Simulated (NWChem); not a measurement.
Molecule: InH₂F; SMILES [F][InH2]

Program: NWChem. All runs use the structure optimised with PBE-D3(BJ)/def2-SVP. def2 effective core potentials on In; no spin-orbit coupling. Ions are spin-unrestricted doublets at the neutral geometry; other ion states weren't tried. Functional: LC-ωPBE (HJS hole) with def2-SVP; rows give the range parameter ω in 1/bohr.

```tsv
range parameter (1/bohr)	vertical ionisation energy, ΔSCF (eV)	−ε(HOMO) (eV)	ΔSCF minus −ε(HOMO) (eV)
0.05	[?]	[?]	[?]
0.10	10.61	8.42	2.19
0.25	10.99	10.12	0.87
0.30	11.15	10.55	0.60
0.35	11.30	10.92	0.38
```

Problem. What belongs in the gaps?

Solution. 
- 0.05, vertical ionisation energy, ΔSCF (eV): 10.56
- 0.05, −ε(HOMO) (eV): 7.70
- 0.05, ΔSCF minus −ε(HOMO) (eV): 2.86
